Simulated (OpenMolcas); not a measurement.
Pt4+ (d6) among equal point charges was computed by CASSCF with the d shell active (OpenMolcas, ANO-RCC-VTZP on the metal). Its lowest spin-free states, and all those of the highest spin:

```tsv
2S+1	Degeneracy	E (cm-1)
5	1	0.0
5	2	2482
5	2	7763
3	2	19448
3	1	19456
3	2	20166
3	1	21244
3	2	21999
3	2	23076
3	1	23752
3	1	24106
3	2	24210
```

Problem. Is the site octahedral, tetrahedral or cube-like, axial, or of lower symmetry?

Solution. The states with 2S+1 = 5 have orbital degeneracies 1, 2, 2. There are pairs but no triples, so the site is axial: not cubic, but with a proper or improper axis of order three or more. The run had Pt4+ among 6 point charges of -1.5 e arranged as a trigonal antiprism (D3d), 2.27 Å from the ion, with a polar angle of 64.6° against the regular 54.74°.

Spin-orbit coupling mixes the spin-free states strongly: the lowest level takes only 56 % from its leading state, 5A1. Without dynamic correlation the repulsion within the d shell is too large (B by tens of per cent), so at a given field states of lower spin stand too high. Point charges give a weaker field than real ligands, and real ions of this kind are as a rule low spin; the high spin found here belongs to the model. This is an electrostatic model: the charges have no orbitals. No measured value stands beside these numbers.
